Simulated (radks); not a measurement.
The numbers below are computed, except where a source is named.
The argon ion Ar6+ is in [Ne] 3s2. Code: a radial shooting solver on a logarithmic mesh with Libxc functionals. Model: scalar-relativistic Kohn-Sham, BLYP, spin-polarised, spherical densities, finite nucleus; Fermi nuclear charge, rms radius of each element as measured or else 0.836 A^(1/3) + 0.57 fm. Open shells are filled with parallel spins first. One electron is removed from 2p, 2s, 3s, 1s in turn, with full relaxation. Which removal costs least, and what does each cost?

Answer. 3s 124.41 eV; 2p 369.87 eV; 2s 433.50 eV; 1s 3333.6 eV. The 3s electron leaves first.
